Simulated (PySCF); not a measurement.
**Correlation energy of F- (fluorine, charge -1)**

[Ne], closed-shell 1S. All numbers are calculated (PySCF 2.14, scalar relativity by spin-free X2C-1e, in dyall-acv3z (15s9p4d2f, 76 functions)). Frozen: 1s2; 8 electrons correlated; the 19 highest virtual orbitals of each spin left out.

MP2 pair energies summed by pair of shells (mhartree):

```
 pair   energy  share (%)
2p-2p  -211.53       69.9
2s-2p   -80.13       26.5
2s-2s   -10.93        3.6
```

Total MP2 correlation energy: -302.59 mhartree.

Same-spin part -79.63 and opposite-spin part -222.96 mhartree; SCS-MP2 scales them by 1/3 and 6/5 to -294.09 mhartree.
